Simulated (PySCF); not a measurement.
CH₇NOSi, SMILES C[Si@H](N)O. Geometry: PBE-D3(BJ)/def2-SVP. The structure was generated by enumeration; whether it is a known compound was not checked. Other conformers were not sampled.

Task: Give the equilibrium geometry at PBE-D3(BJ)/def2-SVP (PySCF confirms it by a frequency run) as Cartesian coordinates in Å. (Estimate from the structure and the level; the computed values follow.)

Result: This is not unique; one that fits is 
```xyz
11

C     -1.5632    -0.7230    -0.3225
Si     0.0268     0.2812    -0.2444
N      1.3364    -0.8686    -0.3227
O      0.1834     1.1987     1.1611
H     -1.5746    -1.5267     0.4425
H     -1.6911    -1.1957    -1.3187
H     -2.4414    -0.0698    -0.1457
H      0.0179     1.3424    -1.3102
H      2.2922    -0.5453    -0.4924
H      1.1786    -1.7657    -0.7876
H      0.4002     0.6525     1.9380
```
Charge 0, spin multiplicity 1.
